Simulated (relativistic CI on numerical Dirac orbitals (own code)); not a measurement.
## Hyperfine structure of Pt²²⁺, mass number 195

Method of calculation: Dirac-Coulomb-Breit CI, orbitals from a KLI potential per configuration, model QED, unscaled Slater integrals (own radial code, finite nucleus).

Configuration list (outside the closed core [Ar] 3d10): 4s2.4p6.4d10.4f10, 4s2.4p6.4d10.4f9.5s, 4s2.4p6.4d10.4f8.5s2, 4s2.4p6.4d9.4f11, 4s2.4p6.4d8.4f12, 4s2.4p5.4d10.4f11, 4s2.4p6.4d10.4f9.6s, 4s.4p6.4d10.4f11, 4s2.4p4.4d10.4f12, 4p6.4d10.4f12, 4s.4p6.4d9.4f12, 4s.4p5.4d10.4f12. Levels of other configurations are missing.

Nuclear spin I = 1/2, μ = 0.6073 μN (tables of Stone and Pyykkö). The electronic factors are computed for point nuclear moments, without core polarisation or the Bohr-Weisskopf and QED corrections.

```tsv
Level	E (cm⁻¹)	A (MHz)
4s2.4p6.4d10.4f10 5I_8	0.0	2796
4s2.4p6.4d10.4f10 5I_7	23974.4	3072
4s2.4p6.4d10.4f10 5I_6	34218.9	3191
4s2.4p6.4d10.4f10 5I_5	46987.7	3333
4s2.4p6.4d10.4f10 5F_4	51000.3	2779
4s2.4p6.4d10.4f10 5G_6	57698.1	2796
4s2.4p6.4d10.4f10 5F_3	60709.1	2512
```

Levels with J = 0, under 50 % of one LS term, or S terms without an open s electron are left out. Small factors come from cancelling terms and can be off by tens of per cent or more.

At this charge energies of transitions that change n are usually good to better than 1 %, and those within a shell (Δn = 0) to a few per cent. Terms inside the open d or f shell come out 10 to 20 % too wide with unscaled integrals.

(1) Give the hyperfine levels of 4s2.4p6.4d10.4f10 5I_8 relative to its centre of gravity.

Results:

(1) With K = F(F + 1) − I(I + 1) − J(J + 1), E = AK/2: F = 15/2: -12580, F = 17/2: 11180 MHz.

LS names give the leading component of a level, which can be under half, so a name can repeat, a term be missing and a line seem to break the LS rules.
